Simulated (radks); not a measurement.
The numbers below are computed, except where a source is named.
How relativity changes the ionisation of the zinc ion Zn+ ([Ar] 3d10 4s1) to Zn2+ ([Ar] 3d10). Spin-unpolarised spherical Kohn-Sham, PBEsol, point nucleus unless stated (finite: rms radius 3.9283 fm), a radial shooting solver on a logarithmic mesh with Libxc functionals. A level marked "c x" has the speed of light scaled by that factor.

| level | E(Zn+) (hartree) | E(Zn2+) (hartree) | IE (eV) | HOMO | <r> HOMO (bohr) |
|---|---|---|---|---|---|
| non-rel. | -1777.44286 | -1776.78211 | 17.980 | 4s | 2.430 |
| scalar-rel. | -1794.23704 | -1793.56273 | 18.349 | 4s | 2.390 |
| scalar-rel., finite nucleus | -1794.22826 | -1793.55395 | 18.349 | 4s | 2.390 |
| Dirac | -1794.30230 | -1793.62797 | 18.349 | 4s1/2 | 2.390 |
| Dirac, finite nucleus | -1794.29351 | -1793.61919 | 18.349 | 4s1/2 | 2.390 |
| Dirac, c x 1.25 | -1788.14055 | -1787.47123 | 18.213 | 4s1/2 | 2.405 |
| Dirac, c x 5 | -1778.10212 | -1777.44085 | 17.994 | 4s1/2 | 2.428 |
| Dirac, c x 10 | -1777.60756 | -1776.94668 | 17.983 | 4s1/2 | 2.429 |

NIST Atomic Spectra Database: 17.964 eV (measured). The relativistic part of the total energy of Zn+ is -16.85 hartree (Dirac, finite nucleus), 0.95 % of the non-relativistic value. Spin polarisation and multiplet splitting of open shells are left out at every level.

Beside tabulated values, note that spin-unpolarised runs miss the spin-polarisation part of the exchange energy of open shells.
